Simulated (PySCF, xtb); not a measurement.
fluoro(fluorosilyloxy)silane (F2H4OSi2), SMILES F[SiH2]O[SiH2]F. One conformer was computed; it need not be the lowest.

Harmonic wavenumbers (cm⁻¹) from GFN2-xTB (xtb) at its own minimum, in rising order: 18, 24, 56, 186, 284, 538, 551, 561, 588, 591, 735, 737, 758, 780, 834, 846, 1162, 2362, 2368, 2381, 2386.

Question: What does PBE-D3(BJ)/def2-SVP in PySCF give at its own minimum? (The exact figures need the calculation; the answer reports its results.)

Answer: 29, 34, 63, 292, 338, 591, 680, 686, 703, 709, 842, 846, 901, 947, 948, 970, 1075, 2211, 2214, 2227, 2228. Paired by order, the mean absolute difference is 104 cm⁻¹ and the zero-point energies are 26.8 and 27.9 kcal/mol.
